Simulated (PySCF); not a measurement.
Basis and Hamiltonian dependence of the excitation energy of Ne⁺

Ne⁺ [He] 2s2 2p5 (2P) → Ne⁺ [He] 2s1 2p5 3s1 (4P). All values are computed (PySCF 2.14, energy differences of UHF-based or UKS calculations, no spin-orbit coupling). Values in eV.

| basis | Hamiltonian | functions | UHF | r2SCAN | PBE0 | MP2 (valence) | CCSD(T) (valence) | CCSD(T) (valence and next inner shell) |
| --- | --- | --- | --- | --- | --- | --- | --- | --- |
| aug-cc-pVDZ-DK | spin-free X2C | 23 | 53.049 | 51.960 | 51.563 | 52.602 | 52.446 | n/a |
| aug-cc-pVDZ | non-relativistic | 23 | 52.929 | 51.839 | 51.443 | 52.490 | 52.341 | n/a |
| aug-cc-pwCVDZ | non-relativistic | 27 | 52.896 | 51.808 | 51.418 | 52.507 | 52.326 | 52.301 |
| x2c-TZVPPall with one added diffuse shell each of s, p, d type | spin-free X2C | 40 | 52.679 | 51.617 | 51.208 | 52.442 | 52.863 | 52.840 |
| aug-cc-pVTZ-DK | spin-free X2C | 46 | 52.703 | 51.622 | 51.245 | 52.482 | 53.017 | n/a |
| aug-cc-pCVTZ-DK | spin-free X2C | 59 | 52.685 | 51.616 | 51.236 | 52.488 | 53.018 | 52.953 |
| def2-QZVPPD | non-relativistic | 66 | 52.445 | 51.401 | 51.002 | 52.335 | 52.544 | 52.516 |
| dyall-av3z | spin-free X2C | 71 | 52.509 | 51.494 | 51.085 | 52.373 | 52.656 | n/a |
| aug-cc-pCVTZ-DK with one added diffuse shell each of s, p, d, f type | spin-free X2C | 75 | 52.460 | 51.451 | 51.056 | 52.334 | n/a | n/a |
| dyall-acv3z | spin-free X2C | 76 | 52.509 | 51.494 | 51.086 | 52.372 | 52.655 | 52.631 |
| dyall-acv3z | non-relativistic | 76 | 52.386 | 51.372 | 50.964 | 52.257 | 52.537 | 52.513 |
| aug-cc-pVQZ-DK | spin-free X2C | 80 | 52.563 | 51.543 | 51.134 | 52.460 | 52.867 | n/a |
| aug-cc-pCVQZ-DK | spin-free X2C | 109 | 52.561 | 51.537 | 51.129 | 52.476 | n/a | n/a |
| aug-cc-pV5Z | non-relativistic | 127 | 52.355 | 51.345 | 50.939 | 52.335 | n/a | n/a |

Frozen in the all-electron rows: valence: 1s2; valence and next inner shell: nothing.

At UHF, aug-cc-pVDZ-DK, aug-cc-pVDZ, aug-cc-pwCVDZ lie more than 0.3 eV from the median of the rows with comparable relativity.

The upper state lies above the first ionisation limit, where it may autoionise and the basis confines it. A Rydberg-like electron needs more diffuse functions than a valence basis has.
